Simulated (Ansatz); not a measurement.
Question: Name a neutral molecule of C, F and H with HOMO–LUMO gap (B3LYP/def2-TZVPP) between 7.25 and 7.55 eV and zero-point energy (PBE0-D4/def2-TZVP) between 165 and 181 kJ/mol (Ansatz, PBE0-D4/def2-TZVP geometry).

Answer: `FC1C=CC1(F)F` (7.37 eV, 168.2 kJ/mol); `F/C=C\CF` (7.26 eV, 173.6 kJ/mol); `C=C(F)CF` (7.43 eV, 171.8 kJ/mol); `C=CC(F)F` (7.41 eV, 172.7 kJ/mol); `FC1=C(F)C(F)C1` (7.37 eV, 170.3 kJ/mol); `FC1=C[C@H](F)[C@H]1F` (7.35 eV, 169.7 kJ/mol). Other molecules can fit too; these were computed, each in one conformer that needn't be the lowest.

B3LYP here is the variant with VWN-RPA as its local correlation; programs differ in this.
